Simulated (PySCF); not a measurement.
O⁺: ionisation energy

O⁺ [He] 2s2 2p3 (4S) → O²⁺ [He] 2s2 2p2 (3P), as a difference of total energies. Computed with PySCF 2.14 in cc-pVTZ-DK (4s3p2d1f, 30 functions), with the spin-free X2C one-electron Hamiltonian (Gaussian nucleus). Correlated levels: valence: 1s2 frozen. The calculations carry no spin-orbit coupling.

```csv
method,ionisation energy (eV)
UHF,34.558
LDA,35.569
MP2 (valence),35.180
SCS-MP2 (valence),34.925
CCSD(T) (valence),35.010
```

Q: Estimate what PBE0 gives.

A: 35.301 eV, closest to MP2 (valence) among the rows shown.

Q: Estimate what CCSD (valence) gives.

A: 35.002 eV, closest to CCSD(T) (valence) among the rows shown.

Errors of the correlated levels include the incompleteness of this basis and the frozen core.

For comparison: 35.121 eV (measured; NIST Atomic Spectra Database, ionization energies).
